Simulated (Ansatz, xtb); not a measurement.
**Relative energy of two conformers of F2GeH3OSi+**

Structure X is `F[SiH2][OH+][Ge][F]`, a singlet and structure Y is `F[SiH2][OH+][Ge][F]`, a singlet. Both are isolated ions in the gas phase, relaxed with B3LYP-D3(BJ)/def2-SVP.

X (Å):

```xyz
8

F    -0.4458    0.0071    1.8812
F    -0.0656   -0.9199   -2.4247
Ge   -1.8077   -0.8885   -2.3464
O    -1.5127   -0.4754   -0.4096
Si    0.0913   -0.3146    0.4024
H     0.7396    0.8480   -0.2144
H     0.7187   -1.6381    0.3186
H    -2.2653   -0.3385    0.1997
```

Y (Å):

```xyz
8

F     0.7615    0.9763   -2.6340
F    -1.8654   -1.9974   -0.3172
Ge   -0.3537   -0.3467   -2.5369
O    -0.2488   -0.0953   -0.4995
Si   -1.1049   -1.0335    0.7290
H     0.3528    0.6359   -0.2544
H    -0.0951   -1.7537    1.5179
H    -2.0276   -0.1202    1.4183
```

Question: Estimate E(Y) − E(X) at the level CCSD(T)/def2-SVP + ΔMP2/def2-TZVPP.

Answer: Too close to call at this level: CCSD(T)/def2-SVP + ΔMP2/def2-TZVPP gives E(Y) − E(X) = −0.020 eV.

How the difference moves with the method:

```tsv
level	geometry	E(Y) − E(X) (eV)	departure from the last row (eV)	job, with rough time for the two
B3LYP-D3(BJ)/def2-SVP	B3LYP-D3(BJ)/def2-SVP	−0.012	+0.008	optimisation, 33 s
HF/def2-SVP	B3LYP-D3(BJ)/def2-SVP	−0.016	+0.005	part of the CCSD(T) run
MP2/def2-SVP	B3LYP-D3(BJ)/def2-SVP	−0.006	+0.014	part of the CCSD(T) run
CCSD(T)/def2-SVP	B3LYP-D3(BJ)/def2-SVP	−0.006	+0.014	single point
CCSD(T)/def2-SVP + ΔMP2/def2-TZVPP	B3LYP-D3(BJ)/def2-SVP	−0.020		single point, 21 s
```

The largest departure from CCSD(T)/def2-SVP + ΔMP2/def2-TZVPP is that of CCSD(T)/def2-SVP, 0.014 eV. Levels run at GFN2-xTB geometries aren't shown. The last row adds to CCSD(T) the change of the MP2 difference between the two basis sets, here −0.014 eV.

With harmonic frequencies from B3LYP-D3(BJ)/def2-SVP (ideal gas, rigid rotor, one conformer each, 298.15 K, 1 atm): on the last row, ΔE + ΔZPE = −0.029 eV. A mode under 50 cm⁻¹ makes harmonic enthalpies and free energies unreliable, so none is given.

The correlated steps freeze 17 core orbitals; the filled d shell of Ge is correlated, in a basis made for valence electrons. Codes used: Ansatz 0.2.0; the last row on 2 threads of Intel(R) Xeon(R) 6975P-C (Granite Rapids) on a shared host.
